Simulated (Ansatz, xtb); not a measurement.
Two structures of ClH2OSiSn

We compare a, `[SiH2][O][Sn][Cl]`, a doublet, with b, a doublet given by its coordinates. Both are isolated molecules in the gas phase, relaxed with PBE0-D3(BJ)/def2-SVP; the shapes shown needn't be the lowest conformers.

a (Å):

```xyz
6

Cl   -0.2396    2.6725   -1.6442
O    -1.7332    0.4829    0.2826
Si   -0.7846    0.8677    1.5928
Sn   -1.9794    1.0153   -1.6252
H    -1.0503   -0.1260    2.6849
H     0.6756    0.8584    1.2452
```

b (Å):

```tsv
atom	x (Å)	y (Å)	z (Å)
Cl	-1.2722	-0.6273	2.6278
O	-1.4801	0.4831	-0.5272
Si	-0.3297	1.5959	-0.2085
Sn	-2.6404	0.7641	1.2191
H	1.0079	1.1189	0.2379
H	-0.2541	2.7548	-1.1439
```

Close contacts (Å): Cl1–Sn4 2.41, O2–Si3 1.63, O2–Sn4 2.12, Si3–Sn4 2.84, Si3–H5 1.49, Si3–H6 1.49.

Energies in hartree; the thermal terms are from PBE0-D3(BJ)/def2-SVP harmonic frequencies (ideal gas, rigid rotor, one conformer each, 298.15 K, 1 atm) and include the zero-point energy:

```
                               a            b
E, CCSD(T)/def2-SVP  −1038.126285  −1038.116433
    E, MP2/def2-SVP  −1038.074131  −1038.063614
  E, MP2/def2-TZVPP  −1038.791682  −1038.785356
  zero-point energy      0.020390      0.020678
       H(298 K) − E      0.027937      0.028064
       G(298 K) − E     −0.013856     −0.012809
```

Question: Correct the CCSD(T) difference for the basis set by the MP2 change, then work out ΔE, ΔE₀, ΔH and ΔG for a → b in kJ/mol (1 Eh = 2625.50 kJ/mol) and the equilibrium ratio [b]/[a].

Answer: 1. Differences b − a: CCSD(T) +0.009852, MP2 in the small set +0.010517, MP2 in the large set +0.006326 Eh.
2. ΔE = +0.009852 + (+0.006326 − (+0.010517)) = +0.005661 Eh = +14.86 kJ/mol.
3. ΔE₀ = ΔE + ΔZPE = +0.005661 + (+0.000288) Eh = +15.62 kJ/mol.
4. ΔH = ΔE + (+0.000127) Eh = +15.20 kJ/mol.
5. ΔG = ΔE + (+0.001047) Eh = +17.61 kJ/mol, so ΔS = (ΔH − ΔG)/T = −8.1 J/(mol K).
6. kT = 0.9442 mEh, so K = [b]/[a] = exp(−ΔG/kT) = exp(−7.10) ≈ 8.2 × 10^−4.

Structure a is favoured at this temperature. An error of 4 kJ/mol in ΔG would change K by a factor of 5. Mirror images and further conformers aren't counted.

Other levels gave ΔE = +13.2 (PBE0-D3(BJ)/def2-SVP); +52.3 (HF/def2-SVP); +27.6 (MP2/def2-SVP); +25.9 (CCSD(T)/def2-SVP) kJ/mol. Open shells are spin-unrestricted. The correlated steps freeze 15 core orbitals; the filled d shell of Sn is correlated, in a basis made for valence electrons. Atoms past krypton carry core potentials in the def2 sets, without spin–orbit terms. Programs: Ansatz 0.2.0.
